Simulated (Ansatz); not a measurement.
Ca3 (the lowest singlet isomer of a short search). Charge 0, multiplicity 1. Geometry PBE0/def2-TZVP, basis def2-TZVP, Ansatz.

```xyz
3

Ca    1.954   -0.342   -1.095
Ca   -0.057    1.342    1.828
Ca   -1.897   -1.000   -0.733
```

| run | HOMO (eV) | LUMO (eV) |
| --- | --- | --- |
| A | -3.82 | -1.86 |
| B | -3.45 | -2.54 |
| C | -3.57 | -2.17 |
| D | -5.15 | -0.61 |
| E | -5.16 | -0.50 |
| F | -4.51 | -0.95 |

LC-ωPBE has ω = 0.4 bohr⁻¹. The structure comes from a short search, and lower isomers may exist.

**Question.** The runs used CAM-B3LYP, LC-ωPBE, LDA (SPW92), PBE0, r2SCANh, ωB97M-V. Estimate which is which.

**Answer.** A PBE0 (25 % exact exchange); B LDA (SPW92) (0 % exact exchange); C r2SCANh (10 % exact exchange); D ωB97M-V (range-separated); E LC-ωPBE (range-separated); F CAM-B3LYP (range-separated). Exact exchange lowers occupied and raises empty levels; among semilocal functionals meta-GGAs tend to open the gap a little, and such runs are hard to tell apart. The gap grows from 0.91 eV (LDA (SPW92)) to 4.66 eV (LC-ωPBE).
